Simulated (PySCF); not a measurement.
PySCF input file for chlorocyclobutane (C4H7Cl), SMILES C1(CCC1)Cl, PBE0/pcSseg-1. Geometry optimised at r2SCAN-D4/def2-SVP.

```python
import numpy as np
from pyscf import gto, scf, dft
from pyscf.prop.nmr import rks as nmr

mol = gto.M(
    atom='''
    Cl    1.78140714    0.09053482   -0.00000000
    C     0.07021849   -0.46130983   -0.00000000
    C    -0.87294587    0.08790434   -1.07965739
    C    -1.98403592    0.07726617    0.00000000
    C    -0.87294587    0.08790434    1.07965738
    H     0.10132330   -1.56138203   -0.00000000
    H    -1.00413985   -0.50193182   -1.99977458
    H    -0.58613949    1.11744137   -1.34471637
    H    -2.54470867   -0.87079100    0.00000000
    H    -2.70172226    0.91147193    0.00000000
    H    -1.00413983   -0.50193182    1.99977458
    H    -0.58613949    1.11744137    1.34471637
    ''',
    basis='pcSseg-1',
    charge=0,
    spin=0,
    max_memory=1600,
    verbose=3,
)
mf = dft.RKS(mol, xc='pbe0')
mf.grids.level = 3
mf.conv_tol = 1e-10
mf.max_cycle = 100
mf.kernel()
n = nmr.NMR(mf)
n.verbose = 2
n.max_cycle_cphf = 60
sigma = n.kernel()
print('atom   isotropic/ppm   span/ppm')
for i, s in enumerate(sigma):
    w = np.linalg.eigvalsh((s + s.T) / 2)
    print(f'{mol.atom_symbol(i):2s}{i + 1:3d} {w.mean():14.3f} {w[2] - w[0]:11.3f}')
```

Output:

```
converged SCF energy = -616.433688268531
atom   isotropic/ppm   span/ppm
Cl  1        750.582     485.839
C   2        125.131      71.325
C   3        146.237      43.724
C   4        165.952      20.156
C   5        146.237      43.724
H   6         27.189       9.301
H   7         28.946       9.551
H   8         29.150       6.037
H   9         29.677       8.977
H  10         29.459      11.216
H  11         28.946       9.551
H  12         29.150       6.037
```

The run converged.

Cost: around 26 core-seconds (rough).
